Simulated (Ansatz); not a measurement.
Basis sets compared for the cluster Au5Cl4⁺. Total charge 1; singlet. Geometry PBE0-D4/def2-SVP. Ansatz on 4 threads of Arm Neoverse V1 on a shared host; times are rough, and most runs start from earlier orbitals.

```xyz
9

Au    0.788   -0.246    0.864
Au    0.518   -2.025   -1.239
Au   -1.809   -1.164    1.130
Au   -0.698    2.081    1.042
Au    1.629    1.220   -1.327
Cl    0.972    3.184   -0.202
Cl    2.152   -0.802   -2.418
Cl   -2.367    0.869    2.183
Cl   -1.184   -3.117   -0.031
```

In the def2 sets Au takes a core potential; there is no spin–orbit coupling. No other spin state of charge 1 was run. The structure comes from a short search, and lower isomers may exist.

```json
{"level": "PBE-D4/def2-SVP", "functions": "232", "energy (Eh)": "-2518.3842", "HOMO (eV)": "-10.91", "LUMO (eV)": "-9.16", "wall time": "6 s"}
{"level": "PBE0-D4/def2-SVP", "functions": "232", "energy (Eh)": "-2518.2881", "HOMO (eV)": "-12.16", "LUMO (eV)": "-8.60", "wall time": "12 s"}
```

Estimate the rows for PBE-D4/def2-TZVP (with forces), PBE0-D4/def2-TZVP.


```tsv
level	functions	energy (Eh)	HOMO (eV)	LUMO (eV)	wall time
PBE-D4/def2-TZVP (with forces)	348	-2519.0752	-10.85	-9.08	13 s
PBE0-D4/def2-TZVP	348	-2518.9720	-12.01	-8.47	28 s
```
